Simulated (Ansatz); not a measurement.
Program: Ansatz. Geometries: PBE0-D4/def2-TZVP. ΔE: electronic, gas phase. CBS: MP2 limit from def2 TZ/QZ plus the TZ coupled-cluster correction, frozen cores. This one scheme is used for every species. DFT in def2-TZVPP. B3LYP here is the variant with VWN-RPA as its local correlation; programs differ in this. Each species was taken in one conformer, which may not be the lowest.

`N[Si]([SiH3])(Cl)O[SiH3]` + H₂ → `N[SiH](Cl)O[SiH3]` + SiH₄  (hydrogenolysis of the Si–Si bond)

`N[Si]([SiH3])(Cl)O[SiH3]`:

Cartesian coordinates in Å:
```
N -0.409 -1.739 0.493
Si -0.091 -0.388 -0.496
Si -1.928 0.692 -1.448
Cl 1.085 -1.138 -2.017
O 0.726 0.739 0.349
Si 1.975 0.825 1.419
H -1.010 -1.675 1.299
H -0.365 -2.673 0.121
H -1.501 1.864 -2.255
H -2.668 -0.259 -2.319
H -2.845 1.157 -0.370
H 1.506 0.430 2.772
H 2.441 2.231 1.449
H 3.086 -0.067 1.002
```

H₂:

```xyz
2

H    -0.264    0.241    0.107
H     0.264   -0.241   -0.107
```

`N[SiH](Cl)O[SiH3]`:

Z-matrix (Å, degrees):
```
Si
Cl 1 2.072
O 1 1.620 2 106.3
N 1 1.692 2 114.5 3 -119.7
H 1 1.474 2 105.7 3 120.2
Si 3 1.643 1 142.5 2 16.8
H 4 1.008 1 120.8 2 71.0
H 4 1.007 1 120.0 2 -76.1
H 6 1.482 3 107.3 1 169.2
H 6 1.485 3 110.5 1 49.6
H 6 1.484 3 110.1 1 -71.6
```

SiH₄:

Cartesian coordinates in Å:
```
Si 0.000 0.000 0.000
H -0.744 -0.300 1.249
H 1.459 -0.050 0.269
H -0.368 1.355 -0.482
H -0.347 -1.005 -1.036
```

| level | ΔE (kJ/mol) | difference from CCSD(T)/CBS |
| --- | --- | --- |
| PBE-D4 | -10.1 | 16.9 |
| r2SCAN-D4 | -20.9 | 6.1 |
| PBE0-D4 | -18.0 | 9.0 |
| B3LYP-D4 | -24.4 | 2.6 |
| ωB97X-V | -28.5 | -1.5 |
| ωB97M-V | -31.5 | -4.5 |
| B2PLYP | -36.3 | -9.3 |
| PBE | -19.3 | 7.7 |
| r2SCAN | -23.7 | 3.3 |
| PBE0 | -26.5 | 0.5 |
| B3LYP | -39.1 | -12.1 |
| HF/def2-TZVPP | -63.4 | -36.4 |
| MP2/def2-TZVPP | -30.0 | -3.0 |
| SCS-MP2/def2-TZVPP | -37.7 | -10.7 |
| CCSD/def2-TZVPP | -37.0 | -10.0 |
| CCSD(T)/def2-TZVPP | -30.8 | -3.8 |
| HF/def2-QZVPP | -64.0 | -37.0 |
| MP2/def2-QZVPP | -28.0 | -1.0 |
| SCS-MP2/def2-QZVPP | -35.7 | -8.7 |
| HF/CBS(def2) | -64.1 | -37.1 |
| MP2/CBS(def2) | -26.2 | 0.8 |
| CCSD/CBS(def2) | -33.2 | -6.2 |
| CCSD(T)/CBS | -27.0 | 0 |

Largest T1 diagnostic among the species: 0.012.

The D4 term adds +14.7 kJ/mol with B3LYP and +8.5 kJ/mol with PBE0; it sums over pairs of atoms, weighted by their polarisabilities, and B3LYP, whose exchange is more repulsive, gets the larger term. From PBE to PBE0 (25 % exact exchange), in def2-TZVPP and without D4, ΔE moves by −7.2 kJ/mol. In def2-TZVPP, CCSD(T) changes the Hartree–Fock value by +32.6 kJ/mol (the triples alone add +6.2 kJ/mol) and MP2 by +33.4 kJ/mol.
